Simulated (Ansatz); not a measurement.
A structure relaxed at PBE-D4/def2-SVP in Ansatz, charge 1, doublet:

| atom | x (Å) | y (Å) | z (Å) |
| --- | --- | --- | --- |
| Be1 | -1.293 | -0.332 | -0.797 |
| Be2 | 0.229 | 0.146 | 0.969 |
| Be3 | 0.789 | 0.010 | -1.335 |
| Se4 | -1.554 | -0.908 | 1.128 |
| Se5 | 1.829 | 1.084 | 0.034 |

Give its formula and point group.

the cluster Be₃Se₂⁺. Point group C2 (tolerance 0.1 Å).

Summarise the bond lengths by kind (pairs closer than 1.2 times the sum of covalent radii, bridged metal pairs left out).

4 × Be–Se 2.03 to 2.08 Å; 1 × Be–Be 2.18 Å.

Another isomer (doublet) lies 0.48 eV lower at PBE0-D4/def2-TZVP; other spin states weren't run for this one.
